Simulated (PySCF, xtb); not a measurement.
C2H5FO2Si, SMILES CC(=O)O[SiH2]F.

GFN2-xTB (xtb 6.7.1) at its own geometry gives an orbital gap of 4.94 eV and a dipole moment of 1.33 D.

Geometry: B3LYP-D3(BJ)/def2-SVP. The values are those of a single conformer.

Task: What does PBE0/def2-TZVP run with PySCF give? (Estimate from the structure and the level; the computed values follow.)

Result: gap 8.19 eV (levels -8.46 and -0.28 eV), dipole 1.59 D.
